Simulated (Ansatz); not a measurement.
Basis-set extrapolation for C2H8AlB, SMILES `CB[CH2][AlH2]` (PBE0-D4/def2-TZVP geometry, frozen core, the Gaussian-basis code of Ansatz). Multiplicity 1, RHF reference.

|  | def2-TZVPP | def2-QZVPP |
| --- | --- | --- |
| HF | -347.035361 | -347.047666 |
| MP2 correlation | -0.540941 | -0.575174 |
| CCSD(T) correlation | -0.615244 | not run |

Energies in hartree. Use E(X) = E(∞) + A·exp(−7.88·√X) for Hartree–Fock and E(X) = E(∞) + B·X^(−2.97) for correlation, with X = 3 and 4, and add CCSD(T) minus MP2 of the smaller set to the MP2 limit.

**Question.** What is the CCSD(T) energy at the basis-set limit?

**Answer.** HF limit: -347.047666 + (-0.012305) × 0.13774 = -347.04936. MP2 limit: -0.575174 + (-0.034233) × 0.74074 = -0.60053. Higher-order term: -0.615244 − (-0.540941) = -0.07430. Total: -347.72419 hartree, 46.2 kcal/mol below CCSD(T)/def2-TZVPP.
